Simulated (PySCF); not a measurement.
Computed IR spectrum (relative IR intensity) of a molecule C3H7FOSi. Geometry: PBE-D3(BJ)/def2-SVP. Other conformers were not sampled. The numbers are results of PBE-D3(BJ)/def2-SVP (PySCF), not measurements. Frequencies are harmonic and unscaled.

Lines under 2 % of the strongest are left out, and lines within 2 cm⁻¹ are merged.

```tsv
ν (cm⁻¹)	relative intensity
41	3.4
107	7.0
230	5.0
363	10
447	7.0
595	3.4
643	10
691	14
740	32
796	16
845	100
893	86
909	16
940	4.1
1135	18
1213	21
1299	30
1366	13
1376	4.7
1379	13
1711	67
2173	75
3089	5.6
```

Task: Identify the compound among the candidates.
A. C=C(C)[Si@@H](O)F
B. CO/C=C(/F)[SiH3]
C. CC(=O)[Si@@H](C)F
D. F[C@@H]1CCO[SiH2]1

Result: C, CC(=O)[Si@@H](C)F
